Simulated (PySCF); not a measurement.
## BeN: from constants to spectrum

UHF-CCSD(T) constants of BeN, ⁴Σ⁻ (quartet), unpaired electrons σ ↑, π ↑↑ (PySCF, no relativity, basis sets Be 3-21G, N 3-21G; masses 9.0122 and 14.0031 u):

```
ωe           : 843.6 cm⁻¹
ωexe         : 16.5 cm⁻¹
Be           : 1.0988 cm⁻¹
αe           : 0.0216 cm⁻¹
De to Be + N : 0.64 eV
```

(1) What force constant and bond length do these constants imply?

(2) Estimate the centrifugal constant D from the Kratzer relation and find the Dunham coefficient a1.

Correlated steps freeze 1 core orbital. 3-21G is very small, so such numbers show the basis as much as the molecule. The state is the lowest determinant that a PBE0 search found; another state may lie lower at other levels.

Results:

(1) Reduced mass μred = 5.4832 u; k = 5.8918×10⁻⁷·μred·ωe² (u, cm⁻¹, mdyn/Å) = 2.30 mdyn/Å; Re = √(16.8576/(μred·Be)) (u, cm⁻¹, Å) = 1.673 Å.

(2) D = 4Be³/ωe² = 7.46e-06 cm⁻¹; a1 = −1 − αeωe/(6Be²) = -3.52.
